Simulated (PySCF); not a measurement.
W (tungsten, neutral) across methods

[Xe] 4f14 5d5 6s1, 6s spin antiparallel (an excited configuration). Computed with PySCF 2.14 in x2c-TZVPPall (11s7p7d3f1g, 97 functions), with scalar relativity by spin-free X2C-1e.

```
   method   E (hartree)  mean ε 4f β (eV)  mean ε 6s β (eV)  mean ε 5d α (eV)  Σ⟨r²⟩ (bohr²)   ⟨S²⟩
      PBE     -16143.43           -30.850            -4.297            -4.051          67.68  7.001
      LDA     -16133.10           -31.210            -4.603            -4.192          67.31  7.001
      UHF  -16138.17551           -47.301            -5.425            -8.525          69.01  7.006
   M06-2X     -16145.04           -40.253            -5.550            -6.452          67.12  7.003
     BP86     -16145.47           -31.041            -4.509            -4.162          67.55  7.001
   r2SCAN     -16143.52           -31.093            -4.435            -4.260          67.62  7.003
CAM-B3LYP     -16144.37           -36.061            -6.001            -6.330          67.11  7.002
     PBE0     -16143.21           -35.096            -4.787            -5.225          67.28  7.002
```

Spin-orbit coupling, which splits the p, d and f shells strongly at this Z, is absent. With the s spin flipped the determinant is a mixture of two multiplicities, not a spectroscopic state.
